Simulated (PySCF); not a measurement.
GeBrI, SMILES [Ge]([Br])[I] (connectivity only; charge and spin as stated), neutral, multiplicity 1.

Coordinates come from a B3LYP-D3(BJ)/def2-SVP optimisation. The def2 effective core potentials stand for the cores of I; spin–orbit coupling is left out.

Method: TDDFT-LC-ωPBE/def2-SVPD in PySCF.

Vertical excitations. Gas-phase values at a fixed geometry. State labels are in the subgroup Cs.

| state | symmetry | energy (eV) | λ (nm) | f | main pairs |
|---|---|---|---|---|---|
| S1 | A" | 3.13 | 397 | 0.006 | HOMO→LUMO 90 % |
| S2 | A" | 3.81 | 325 | 0.000 | HOMO−1→LUMO 90 % |
| S3 | A' | 4.35 | 285 | 0.026 | HOMO−2→LUMO 90 % |
| S4 | A" | 5.17 | 240 | 0.004 | HOMO−4→LUMO 97 % |
| S5 | A' | 5.18 | 239 | 0.034 | HOMO→LUMO+1 55 %, HOMO−3→LUMO 35 % |
| S6 | A' | 5.43 | 228 | 0.009 | HOMO−1→LUMO+1 34 %, HOMO−3→LUMO 33 %, HOMO→LUMO+2 13 %, HOMO→LUMO+1 12 % |
| S7 | A" | 5.61 | 221 | 0.001 | HOMO−2→LUMO+1 91 % |
| S8 | A" | 5.69 | 218 | 0.001 | HOMO−5→LUMO 97 % |
| S9 | A' | 5.78 | 214 | 0.117 | HOMO−3→LUMO 24 %, HOMO−1→LUMO+1 23 %, HOMO→LUMO+2 22 %, HOMO→LUMO+1 20 % |
| S10 | A' | 6.28 | 197 | 0.156 | HOMO−1→LUMO+2 68 % |
| T1 | A" | 2.15 | 575 | 0 | HOMO→LUMO 80 % |
| T2 | A" | 3.69 | 336 | 0 | HOMO−1→LUMO 86 % |
| T3 | A' | 3.72 | 333 | 0 | HOMO−2→LUMO 97 % |
| T4 | A' | 4.32 | 287 | 0 | HOMO→LUMO+1 80 % |
Triplets are in the Tamm–Dancoff approximation, which puts them higher than full response would, so one can lie above its singlet here.
